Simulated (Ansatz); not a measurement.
Reaction (atomization): `c1cc[se]c1` → 4 C• + 4 H• + Se•

Isolated molecules relaxed with PBE0-D4/def2-TZVP in Ansatz; ΔE leaves out vibrations. CCSD(T)/CBS is the MP2 limit (def2-TZVPP, def2-QZVPP) plus CCSD(T) − MP2 in def2-TZVPP, frozen cores. This one scheme is used for every species, atoms too. Functionals use def2-TZVPP. B3LYP here is the variant with VWN-RPA as its local correlation; programs differ in this. Open shells (•) are unrestricted, without spin–orbit coupling. Spin–orbit coupling would lower the free atoms: a little for C; clearly for Se. For Se outer-core shells are correlated without core-valence functions, so the limit isn't a true one: a few kJ/mol of doubt a bond, and 10 to 20 or more in all where bonds break to atoms. Scalar relativity is left out up to krypton.

```
           level  ΔE (kJ/mol)
        B3LYP-D4       3939.0
CCSD(T)/def2-SVP       3753.3
```

(1) What does CCSD(T)/CBS give? (Best estimate.)

Largest T1 diagnostic among the species: 0.012.

## Answers

(1) Computed: +3938.0 kJ/mol. The listed levels differ from it by 1.0, -184.7 kJ/mol.

In def2-TZVPP, CCSD(T) changes the Hartree–Fock value by +1019.5 kJ/mol (the triples alone add +88.0 kJ/mol) and MP2 by +1141.1 kJ/mol; breaking electron pairs costs correlation energy, which Hartree–Fock lacks. From BLYP to BHLYP (50 % exact exchange), in def2-TZVPP and without D4, ΔE moves by −129.6 kJ/mol: exact exchange takes away binding that semilocal exchange gives to molecules. At CCSD(T), def2-SVP lies −184.7 kJ/mol from the extrapolated value and def2-TZVPP −98.7 kJ/mol: correlation converges slowly with the basis, and small sets miss more of it in the bonded molecule than in its fragments.

For atomizations the MP2-based limit and the directly extrapolated one differ by several kJ/mol either way, and by 10 to 25 for some Ge, Se and Sn compounds, so smaller differences from it don't rank the levels.
